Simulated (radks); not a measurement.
The numbers below are computed, except where a source is named.
The gadolinium ion Gd+, configuration [Xe] 4f7 5d1 6s1.

Code: a radial shooting solver on a logarithmic mesh with Libxc functionals. Model: Dirac Kohn-Sham, OLYP, spin-unpolarised, spherical densities, finite nucleus; open shells fill j = l - 1/2 first; Fermi nuclear charge, rms radius 5.1569 fm.

Energy parts (eV):
| part | energy |
|---|---|
| total | -307031.69 |
| kinetic | 334754.39 |
| electron-nucleus | -753798.64 |
| Hartree | 118923.28 |
| exchange-correlation | -6910.73 |

Orbitals (lengths in bohr, moments of r in powers of bohr; r(90%) holds 90 % of the orbital's charge):
orbital  occ.  eigenvalue (eV)      <r>  r(90%)   <1/r>  small-component weight
1s1/2       2        -50044.00  0.02191  0.0396   71.63                5.68e-02
2s1/2       2        -8269.319  0.09275   0.144   17.09                1.26e-02
2p1/2       2        -7853.678  0.07746   0.128   17.07                1.26e-02
2p3/2       4        -7158.001  0.08429   0.137   15.09                1.17e-02
3s1/2       2        -1838.495   0.2439   0.358   6.232                3.98e-03
3p1/2       2        -1658.264   0.2336   0.351   6.148                3.92e-03
3p3/2       4        -1515.445   0.2466   0.369   5.645                3.66e-03
3d3/2       4        -1204.344   0.2186   0.341   5.525                3.54e-03
3d5/2       6        -1173.176   0.2226   0.347   5.399                3.47e-03
4s1/2       2        -375.1847   0.5526   0.794   2.606                1.27e-03
4p1/2       2        -304.9613   0.5645   0.821   2.500                1.19e-03
4p3/2       4        -273.1432   0.5940   0.864   2.329                1.10e-03
4d3/2       4        -157.4262   0.6294   0.946   2.112                9.34e-04
4d5/2       6        -151.6638   0.6398   0.961   2.070                9.10e-04
4f5/2       6         -15.4524   0.8548    1.46   1.536                5.40e-04
4f7/2       1         -14.6911   0.8672    1.49   1.517                5.29e-04
5s1/2       2         -55.9582    1.332    1.92   1.001                2.71e-04
5p1/2       2         -36.6107    1.490    2.18  0.8853                2.16e-04
5p3/2       4         -32.2295    1.583    2.32  0.8251                1.92e-04
5d3/2       1          -8.2840    2.503    3.97  0.5240                7.92e-05
5d5/2       0          -7.9599    2.573    4.09  0.5095                7.50e-05
6s1/2       1          -8.8281    3.732    5.47  0.3388                3.58e-05
6p1/2       0          -5.7348    4.755    7.04  0.2627                2.12e-05
6p3/2       0          -5.3952    5.024    7.39  0.2474                1.90e-05

The highest occupied level is 5d3/2 at -8.284 eV. The density falls to 0.001 e/bohr^3 at r = 4.58 bohr. For comparison, the ionisation energy in NIST's Atomic Spectra Database is 12.08 eV (semi-empirical). In exact Kohn-Sham theory the highest level is minus the ionisation energy, but local and semilocal functionals leave it too shallow, through self-interaction and a potential that decays too fast; potentials with the right tail come closer. Summed over all electrons, <r^2> = 59.29 bohr^2, which gives a Langevin (diamagnetic) susceptibility term of -47 x 10^-6 cm^3/mol. The electron density at the nucleus is 6.285e+05 e/bohr^3.

Beside tabulated values, note that spin-unpolarised runs miss the spin-polarisation part of the exchange energy of open shells.
